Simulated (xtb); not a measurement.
Input for xtb: GFN1-xTB on C3H9N (a complex).

```
$ xtb mol.xyz --gfn 1 --sp --chrg 0 --uhf 0
13

N     -0.21105797    -0.20862367     0.53718832
H     -0.71184606    -0.85499415    -0.06195207
H      0.73846623    -0.14825967     0.18706968
H     -0.16549372    -0.62345653     1.46245548
C      0.12427243    -1.01156106     4.23752655
C     -0.52054549     0.11574394     3.95960593
C      0.12427981     1.43046115     3.66011680
H      1.20751512    -1.04861730     4.27947602
H     -0.40460381    -1.93402214     4.44072770
H     -1.60705668     0.10213880     3.92955673
H     -0.22426761     2.20256084     4.35167898
H      1.21107224     1.36812152     3.73455666
H     -0.13617607     1.75959089     2.65072075
```

The head of its log:

```
[...]
           -------------------------------------------------
          |                Calculation Setup                |
           -------------------------------------------------



molecular fragmentation (1/2 indicates fragments):
1111222222222
# atoms in fragment 1/2:     4     9
 fragment masses (1/2) :       17.03       42.08
CMA distance (Bohr)    :   6.508
constraining FC (au)   :  0.0500

           -------------------------------------------------
          |                 G F N 1 - x T B                 |
           -------------------------------------------------

        Reference                      10.1021/acs.jctc.7b00118
      * Hamiltonian:
        H0-scaling (s, p, d)           1.850000    2.250000    2.000000
        zeta-weighting                 0.000000
      * Dispersion:
        s8                             2.400000
        a1                             0.630000
        a2                             5.000000
        s9                             0.000000
      * Repulsion:
        kExp                           1.500000
        rExp                           1.000000
      * Coulomb:
        alpha                          2.000000
        third order                    atomic
        anisotropic                    false
      * Halogen bond correction:
        rad-scale                      1.300000
        damping                        0.440000


          ...................................................
          :                      SETUP                      :
          :.................................................:
          :  # basis functions                  34          :
          :  # atomic orbitals                  34          :
          :  # shells                           26          :
          :  # electrons                        26          :
          :  # halogen bonds                     0          :
          :  max. iterations                   250          :
          :  Hamiltonian                  GFN1-xTB          :
          :  restarted?                      false          :
          :  GBSA solvation                  false          :
          :  PC potential                    false          :
          :  electronic temp.          300.0000000     K    :
          :  accuracy                    1.0000000          :
          :  -> integral cutoff          0.2500000E+02      :
          :  -> integral neglect         0.1000000E-07      :
          :  -> SCF convergence          0.1000000E-05 Eh   :
          :  -> wf. convergence          0.2000000E-04 e    :
          :  Broyden damping             0.4000000          :
          :  net charge                          0          :
          :  unpaired electrons                  0          :
          ...................................................

 iter      E             dE          RMSdq      gap      omega  full diag
   1    -14.5741849 -0.145742E+02  0.738E+00    4.81       0.0  T
   2    -14.5913193 -0.171344E-01  0.445E+00    4.67       1.0  T
```

Task: Give the final energy of this run.

Result: -14.3786 hartree.
